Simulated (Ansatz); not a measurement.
`CCC(C)C(=O)OC`. Total charge 0; spin multiplicity 1. Geometry: relaxed with PBE0-D4/def2-TZVP. It is one conformer, not always the lowest.

```xyz
20

C    -1.791    1.039    1.255
C    -1.115   -0.320    1.308
C    -0.415   -0.700    0.011
C     0.148   -2.119    0.065
C     0.726    0.245   -0.279
O     1.483    0.689    0.544
O     0.832    0.509   -1.588
C     1.928    1.340   -1.954
H    -1.062    1.835    1.086
H    -2.305    1.260    2.192
H    -2.531    1.083    0.451
H    -1.854   -1.096    1.533
H    -0.379   -0.339    2.117
H    -1.120   -0.631   -0.824
H     0.637   -2.393   -0.873
H     0.878   -2.209    0.873
H    -0.656   -2.835    0.250
H     1.853    2.312   -1.464
H     2.874    0.877   -1.668
H     1.870    1.453   -3.034
```

Task: What is the dipole moment at r2SCAN/def2-TZVPP? (An estimate is asked.)

Result: Computed: 1.67 D, with components (-0.71, -0.48, -1.43) D in this frame, pointing from negative to positive charge.

Task: And with PBE, B3LYP, ωB97M-V? (Best estimate.)

Result: Ansatz gave: PBE 1.63 D, B3LYP 1.67 D, ωB97M-V 1.66 D.

Task: Give the Mulliken charges with r2SCAN, B3LYP, PBE in def2-TZVPP. (Best estimate.)

Result: The calculation gave: 
| atom | r2SCAN | B3LYP | PBE |
| --- | --- | --- | --- |
| C1 | -0.17 | -0.27 | -0.27 |
| C2 | -0.03 | -0.09 | -0.10 |
| C3 | 0.18 | 0.09 | 0.11 |
| C4 | -0.20 | -0.30 | -0.29 |
| C5 | 0.27 | 0.28 | 0.19 |
| O6 | -0.36 | -0.33 | -0.29 |
| O7 | -0.26 | -0.27 | -0.19 |
| C8 | -0.02 | -0.15 | -0.17 |
| H9 | 0.05 | 0.09 | 0.09 |
| H10 | 0.04 | 0.08 | 0.08 |
| H11 | 0.04 | 0.07 | 0.07 |
| H12 | 0.02 | 0.06 | 0.06 |
| H13 | 0.04 | 0.07 | 0.07 |
| H14 | 0.00 | 0.05 | 0.04 |
| H15 | 0.06 | 0.10 | 0.09 |
| H16 | 0.06 | 0.10 | 0.10 |
| H17 | 0.05 | 0.08 | 0.08 |
| H18 | 0.07 | 0.12 | 0.11 |
| H19 | 0.07 | 0.12 | 0.11 |
| H20 | 0.07 | 0.12 | 0.12 |

B3LYP here is the variant with VWN-RPA as its local correlation; programs differ in this.
